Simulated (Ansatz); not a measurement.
The cluster Na11⁺, relaxed as a singlet with RKS PBE/def2-SVP in Ansatz, starting from the GFN1-xTB geometry. Force threshold 0.02 eV/Å.

The restricted singlet is unstable towards broken spin symmetry in Hartree–Fock (as tested in another run); at PBE/def2-SVP this wasn't settled. Another isomer (singlet) lies 0.07 eV lower at PBE0/def2-TZVP; other spin states weren't run for this one.

Start:

Cartesian coordinates in Å:
```
Na 6.019 0.901 -1.792
Na -2.684 -0.838 -0.594
Na 0.539 1.115 2.305
Na 0.779 -2.103 0.614
Na -3.059 1.909 1.586
Na -2.045 -2.266 2.392
Na 3.331 0.838 0.228
Na -0.221 -0.644 -2.886
Na -0.899 2.325 -0.970
Na -5.083 -0.823 1.854
Na 3.323 -0.415 -2.738
```

Q: Estimate the energy that the relaxation releases and the steps that it takes.

A: 44.8 kJ/mol, in 13 steps; 33 s on 4 threads of Intel Xeon Platinum 8488C on a shared host. The force fell under the threshold at step 11, but the optimiser went on and released 0.003 eV more. No frequencies were taken in this run, so the end may be a saddle point.

Q: Does the start keep its bonding?

A: Bonds formed: Na2–Na3, Na3–Na6, Na3–Na10, Na4–Na9, Na4–Na11, Na7–Na9, Na9–Na11 (atoms count from 1).

Q: Predict the relaxed structure.

A: 
| atom | x (Å) | y (Å) | z (Å) |
| --- | --- | --- | --- |
| Na1 | 5.773 | 0.903 | -1.394 |
| Na2 | -2.521 | -0.756 | -0.331 |
| Na3 | -0.423 | 0.573 | 2.278 |
| Na4 | 0.884 | -1.723 | -0.016 |
| Na5 | -3.041 | 2.609 | 0.688 |
| Na6 | -1.540 | -2.917 | 2.294 |
| Na7 | 2.902 | 1.050 | 0.894 |
| Na8 | -0.646 | -1.111 | -3.321 |
| Na9 | -0.038 | 1.710 | -1.010 |
| Na10 | -4.192 | -0.333 | 2.605 |
| Na11 | 2.841 | -0.005 | -2.687 |
Bond lengths (bridged metal pairs left out): 28 × Na–Na 3.33 to 3.89 Å.
